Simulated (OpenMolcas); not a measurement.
Rh3+ in K2NaGaF6: curves along the breathing mode

Rh3+ with its 6 nearest fluoride ions, on the Ga site of K2NaGaF6 (a = 8.246 Å, distance in the model lattice 1.938 Å). The rest of the host is ab initio model potentials to 7.6 Å, with orthogonalisation functions on the cations behind the ligands, and point charges beyond; the distance is set by hand and nothing relaxes. Ligand basis ANO-RCC-VDZP.

| Quantity | Value |
| --- | --- |
| Program | OpenMolcas |
| Method | CASSCF |
| Basis | ANO-RCC-VDZP [6s5p3d1f] |
| Scalar Hamiltonian | DKH2, point nucleus |
| Active space | 6 electrons in 5 orbitals (4d) |
| State averaging | 2S+1 = 5 even, 5 roots; 2S+1 = 3 even, 45 roots; 2S+1 = 1 even, 50 roots |
| Spin-orbit coupling | state interaction with AMFI integrals over the reference wave functions |

Spin-free energies (labels of O, the rotations of Oh) in cm-1 above the lowest fitted minimum, as all ligands move together:

```tsv
R (Å)	1A1	3T1	3T2	5T2	1T1	1T2	3E
1.832	8850	33090	38860	47450	39540	50420	67760
1.876	2740	23550	29200	34500	30090	40790	54930
1.919	210	18080	23600	26120	24700	35190	46650
1.962	550	15820	21200	21320	22520	32770	41940
2.005	3340	16310	21550	19600	23080	33060	40280
2.048	8260	19200	24280	20540	26030	35720	41280
2.091	15070	24200	29120	23860	31100	40460	44630
```

Cubic fits give the following; the wavenumber is harmonic, with the mass of all moving ligands, small differences in it between states hang on the degree of the fit, a number in brackets counts states of one label, and the table is a selection of at most 14 states with clean curves.

```tsv
State	R0 (Å)	Breathing mode (cm-1)	Minimum (cm-1)
1A1	1.935	664	0
3T1	1.975	658	15660
3T2	1.977	654	20990
5T2	2.009	651	19580
1T1	1.973	658	22380
1T2	1.978	650	32540
3E	2.008	650	40270
5E	2.042	637	40640
1T2(2)	2.006	653	44850
1E	2.008	650	45290
1A1(2)	2.008	650	46340
3A2	2.018	635	51420
1A2	2.011	644	52230
1E(2)	2.014	635	60130
```

The minimum of 1T1 is shifted by +0.0381 Å against 1A1 (from the unrounded fits). With M = 114.0 u for the moving shell, the Huang-Rhys factor in this mode is S = M ω ΔR² / 2ħ = 0.01483 × 114.0 × 664 × 0.0381² = 1.63. Only the first shell moves, against a rigid host.

Without dynamic correlation the repulsion within the d shell is too large (B by tens of per cent), so at a given field states of lower spin stand too high. With metal d orbitals alone the field can be off either way by tens of per cent. Ligand-to-metal charge-transfer states are missing. With no ligand orbital active B as a rule stays too high, so bands that hang on it stand too high and its fall with covalency is understated. The least metal-like active orbital is 76 % on the metal (Löwdin) and no ligand orbital is active, so the numbers are rough (holds for R = 1.832). The least metal-like active orbital is 77 % on the metal (Löwdin) and no ligand orbital is active, so the numbers are rough (holds for R = 1.876; R = 1.919). The least metal-like active orbital is 78 % on the metal (Löwdin) and no ligand orbital is active, so the numbers are rough (holds for R = 1.962; R = 2.005). This shell can be high or low spin here, a state of another spin lies low, and with metal d orbitals alone active their balance is uncertain, so the ground spin may be wrong, although the usual error favours high spin (holds for R = 2.048; R = 2.091). The least metal-like active orbital is 79 % on the metal (Löwdin) and no ligand orbital is active, so the numbers are rough (holds for R = 2.048; R = 2.091). No measured value stands beside these numbers.
